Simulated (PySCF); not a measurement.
Species: CH6NSi4 (doublet state).
Bonds: N1–C2 (triple), C2–Si3, Si3–Si4, Si4–Si5, Si5–Si6, Si3–Si6. Hydrogens: H7, H8 on Si4; H9, H10 on Si5; H11, H12 on Si6.

The species is `N#C[Si]1[SiH2][SiH2][SiH2]1` [radical].

Level of theory: UKS B3LYP, pcH-1 on C H N Si, non-relativistic, mean-field spin-orbit, GIAO in PySCF 2.14.0. Geometry: GFN2-xTB; no solvent, vibrations or thermal averaging. A GFN2-xTB geometry isn't a minimum of the functional, and hyperfine couplings can be far from their values at a DFT geometry, by a factor of two or more for some ions and for spin on atoms past the first row. Stability of the SCF solution: not tested.

The isotropic 29Si couplings, averaged over equivalent nuclei, are -338.6, -41.4, -8.2 MHz. Assign them to Si3; Si4/Si6; Si5.

```json
{"site": "Si3", "a_iso (MHz)": "-338.6", "ρ(0) (bohr⁻³)": "+0.3820", "position": "largest spin population", "distance from Si3 (Å)": "0.00", "spin population": "+0.85", "largest |T| (MHz)": "159.0"}
{"site": "Si4/Si6", "a_iso (MHz)": "-8.2", "ρ(0) (bohr⁻³)": "+0.0093", "position": "1 bond from Si3", "distance from Si3 (Å)": "2.36", "spin population": "+0.01", "largest |T| (MHz)": "11.1"}
{"site": "Si5", "a_iso (MHz)": "-41.4", "ρ(0) (bohr⁻³)": "+0.0466", "position": "2 bonds from Si3", "distance from Si3 (Å)": "3.23", "spin population": "+0.01", "largest |T| (MHz)": "4.8"}
```

The isotropic 1H couplings, averaged over equivalent nuclei, are +22.9, +17.7 MHz. Assign them to H7/H8/H11/H12; H9/H10.

```json
{"site": "H7/H8/H11/H12", "a_iso (MHz)": "+22.9", "ρ(0) (bohr⁻³)": "+0.0051", "position": "2 bonds from Si3", "distance from Si3 (Å)": "3.29", "bound to": "Si4/Si6", "spin population there": "+0.01", "largest |T| (MHz)": "2.9"}
{"site": "H9/H10", "a_iso (MHz)": "+17.7", "ρ(0) (bohr⁻³)": "+0.0040", "position": "3 bonds from Si3", "distance from Si3 (Å)": "4.28", "bound to": "Si5", "spin population there": "+0.01", "largest |T| (MHz)": "1.4"}
```

ρ(0) is the spin density at the nucleus and T the dipolar tensor; a_iso includes a spin–orbit part; entries for several nuclei are means. The Mulliken spin populations are largest on Si3 (+0.85), N1 (+0.14) and C2 (-0.09). No atom but Si3 exceeds +0.15. The positive populations add up to 1.09 and the negative ones to -0.09, together 2S = 1. The angles at Si3 add up to 328.8°, so it is pyramidal.

Examples of negative spin density at the nucleus (bohr⁻³): C2 (-0.0092).

Means are taken over nuclei equivalent by connectivity, which assumes that they swap fast. The 1H value of +17.7 MHz is a mean of couplings from -0.3 to 35.7 MHz in this one geometry, not an average over conformers. The 1H value of +22.9 MHz is a mean of couplings from 16.0 to 29.7 MHz in this one geometry, not an average over conformers.
